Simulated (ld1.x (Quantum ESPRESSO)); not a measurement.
## Which setting gave this result? (Br (Z = 35), RRKJ)

Base potential:

```
Element                 : bromine (Br)
Generator               : ld1.x (Quantum ESPRESSO) 7.5
Type                    : norm-conserving RRKJ (Kleinman–Bylander form)
Functional              : PBE
Relativity              : scalar-relativistic
Frozen core             : [Ar] 3d10
Valence charge          : 7
Reference configuration : 4s2 4p3 (charge +2)
Partial waves           : 4p (bound): rc 1.30 bohr; 4d channel at -0.1 Ry: rc 1.65 bohr; 4s (bound): rc 1.50 bohr
Local potential         : the s channel
Core correction         : none
rho0                    : 0.01
```

Cutoffs, loose and tight: the cutoffs (Ry, on a coarse ladder) from which the occupation-weighted sum of valence levels, in a spherical-Bessel basis at the reference potential, stays within 10 and 1 mRy of its value at 400 Ry. They do not see the model core or the augmentation charge, which bear on the density cutoff. Test errors are all-electron minus pseudo excitation energies from the reference, over the configurations 4s2 4p5; 4s2 4p4; 4s2 4p2; 4s2 4p1; 4s1 4p6; 4s1 4p5; 4s2 4p4.5; variants that change the core or the reference have their own tests. The largest error is taken over the tests solved by every variant that gives reliable tests at all, those not shown here included: 4s1 4p5; 4s1 4p6; 4s2 4p4; 4s2 4p4.5; 4s2 4p5.

Only the scale of all radii (base = 1) is moved (3 further runs of the sweep failed or gave no value and are left out):

| scale of all radii (base = 1) | cutoff, loose | cutoff, tight | bound ghosts | largest test error (meV) |
| --- | --- | --- | --- | --- |
| 0.96 | 70 Ry | 100 Ry | d, p | -16 |
| 1.02 | 55 Ry | 90 Ry | p | -35 |
| 1.12 | 45 Ry | 70 Ry | p | -39 |
| 1.35 | 35 Ry | 45 Ry | none | +120 |

Problem. One more run gave cutoff, loose: 40 Ry; cutoff, tight: 55 Ry; bound ghosts: none; largest test error (meV): +135. Which value of the scale of all radii (base = 1) was used?

Solution. 1.28. The loose cutoff moves one way along this sweep, from 70 Ry at 0.96 to 35 Ry at 1.35, which places the run between 1.12 and 1.35.
